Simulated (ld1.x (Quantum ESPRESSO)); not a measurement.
## Debugging a pseudopotential input (Hf (Z = 72), ld1.x (Quantum ESPRESSO) 7.5)

Command:

```bash
ld1.x < Hf.in > Hf.out
```

Input:

```
&input
   title='Hf', zed=72., rel=1, dft='PBE', iswitch=3, xmin=-9.0,
   config='[Xe] 4f14 5d2 6s2 6p0',
   nld=4, rlderiv=4.55, eminld=-3.0, emaxld=5.0, deld=0.02
 /
 &inputp
   pseudotype=2, tm=.true., lloc=0,
   nlcc=.false.,
   file_pseudopw='Hf.UPF', file_wfcaegen='ae.wfc', file_wfcncgen='nc.wfc', file_beta='beta', file_chi='chi'
 /
4
6P  2  1   0.00   0.00  4.20  4.20  0.0
5D  3  2   2.00   0.00  1.95  1.95  0.0
4F  4  3  14.00   0.00  1.20  1.20  0.0
6S  1  0   2.00   0.00  2.15  2.15  0.0
 &test
   configts(1)='4f14 5d2 6s2 6p0'
 /
```

This is an input that runs to its end, with one change: mesh start xmin=-9.0.

Problem. How does the run end?

Solution. The program runs through. The occupied levels of the test differ from the all-electron ones by at most 0.00001 Ry (unchanged input: 0.00000 Ry).

```
     eps = 8.6E-15  iter = 24

     Etot =  -30156.445304 Ry,  -15078.222652 Ha, -410299.340488 eV
     Etotps =  -307.433973 Ry,    -153.716987 Ha,   -4182.852294 eV

     Ekin =     596.731816 Ry,     298.365908 Ha,    8118.949959 eV
     Encl =    -586.495904 Ry,    -293.247952 Ha,   -7979.683292 eV
     Ehrt =     299.621584 Ry,     149.810792 Ha,    4076.559328 eV
     Ecxc =     -35.780828 Ry,     -17.890414 Ha,    -486.822966 eV
     Epseu=    -581.510641 Ry,    -290.755320 Ha,   -7911.855324 eV

     ---------------------- End of pseudopotential test ----------------------
```
